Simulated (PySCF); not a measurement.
MO cations for M along group 14

PBE0 with triple-zeta basis sets in PySCF, for the lowest determinant that a PBE0 search found; no spin–orbit coupling. De refers to high-spin ground-configuration atoms (the charge goes to the atom of lower measured ionisation energy or higher electron affinity, which is not always the lowest computed limit). A positive dipole points towards O; it is taken about the centre of mass and depends on that origin.

| M | basis | charged atom | state (unpaired electrons) | Re (Å) | ωe (cm⁻¹) | De (eV) | μ (D) |
| --- | --- | --- | --- | --- | --- | --- | --- |
| C | cc-pVTZ | C+ | doublet (σ ↑) | 1.107 | 2331 | 8.62 | -2.75 |
| Si | def2-TZVPPD | Si+ | doublet (σ ↑) | 1.516 | 1158 | 4.71 | -4.43 |
| Ge | cc-pVTZ-PP/cc-pVTZ | Ge+ | doublet (π ↑) | 1.771 | 748 | 3.79 | -2.11 |
| Sn | cc-pVTZ-PP/cc-pVTZ | Sn+ | doublet (π ↑) | 1.981 | 644 | 3.21 | -2.53 |

The shortest bond is that of CO⁺ (1.107 Å), the longest that of SnO⁺ (1.981 Å). CO⁺ is bound most strongly (8.62 eV) and SnO⁺ least (3.21 eV).

The rows differ in basis set, which adds steps of its own.

The state changes along the series, so neighbouring rows are not always alike in their bonding.

Spin–orbit coupling is left out, which matters for elements this heavy, above all for dissociation energies. For an ion De counts to the pair picked by the measured ionisation energies or electron affinities, which need not be the lowest pair at this level. States were picked by a PBE0 search and need not be the measured ground states.
